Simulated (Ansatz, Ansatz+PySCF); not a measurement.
```xyz
3

O     0.0000    0.0000   -1.0666
C     0.0000    0.0000    0.0000
O     0.0000    0.0000    1.0666
```

Basis set: def2-SVP (spherical functions). Left uncorrelated: 3 orbitals. Charge 0, multiplicity 1.

Computed with Ansatz (development build ahead of 0.2.0); each method stands on the lowest determinant of its kind that the runs found. Restricted open shells among the atoms or ions are ROHF, correlated in semicanonical orbitals with singles.

The atomization energy at this shape (free ground-state atoms in the same class of orbitals less the molecule, no zero-point energy) of singlet CO2:

```tsv
method	atomization energy
RHF-CCSD(T)	14.65 eV
RHF-MP2	15.63 eV
RHF	10.51 eV
UHF	10.12 eV
```

Task: What does RHF-CCSD give?

Result: 14.35 eV. Caution: the shape is not the minimum.
